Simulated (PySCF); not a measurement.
**Radial density of Au²⁺ (gold, charge +2)**

UHF, [Xe] 4f14 5d9, 2D determinant. All numbers are calculated (PySCF 2.14, a scalar-relativistic core potential, in aug-cc-pwCVDZ-PP with ECP60MDF (6s6p5d3f, 70 functions)). This is the valence pseudo-density: the core potential removes the inner electrons and smooths the orbitals near the nucleus.

| r (bohr) | 4πr²ρ (e/bohr) | 4πr²(ρα − ρβ) |
| --- | --- | --- |
| 0.0735 | 1.207e-05 | 0.0000 |
| 0.124 | 9.464e-05 | 0.0000 |
| 0.208 | 0.001563 | 0.0000 |
| 0.350 | 0.1008 | 0.0021 |
| 0.588 | 4.584 | 0.0977 |
| 0.989 | 16.98 | 0.7621 |
| 1.66 | 6.780 | 0.5704 |
| 2.80 | 0.6678 | 0.0579 |
| 4.71 | 0.007716 | 0.0001 |

Energies and moments cover only the electrons outside the core potential. Spin-orbit coupling, absent here, splits the open shell strongly.
